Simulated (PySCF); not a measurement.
F₆Si₂.

```xyz
8

F      1.2975    -0.7491     1.7177
Si     0.0000     0.0000     1.1570
F      0.0000     1.4982     1.7177
F     -1.2975    -0.7491     1.7177
Si     0.0000     0.0000    -1.1570
F      1.2975     0.7491    -1.7177
F      0.0000    -1.4982    -1.7177
F     -1.2975     0.7491    -1.7177
```

Geometry: PBE0-D3(BJ)/def2-SVP. One conformer was computed; it need not be the lowest.

All values below come from HF/pcSseg-1 run with PySCF. Non-relativistic, no solvent.

Computed absolute GIAO shielding of each atom: isotropic value and principal components (ppm):
```tsv
atom	σ(iso)	σ11	σ22	σ33	span
F1	345.4	288.0	325.3	423.0	135.1
Si2	464.1	449.5	449.5	493.3	43.8
F3	345.4	288.0	325.3	423.0	135.1
F4	345.4	288.0	325.3	423.0	135.1
Si5	464.1	449.5	449.5	493.3	43.8
F6	345.4	288.0	325.3	423.0	135.1
F7	345.4	288.0	325.3	423.0	135.1
F8	345.4	288.0	325.3	423.0	135.1
```
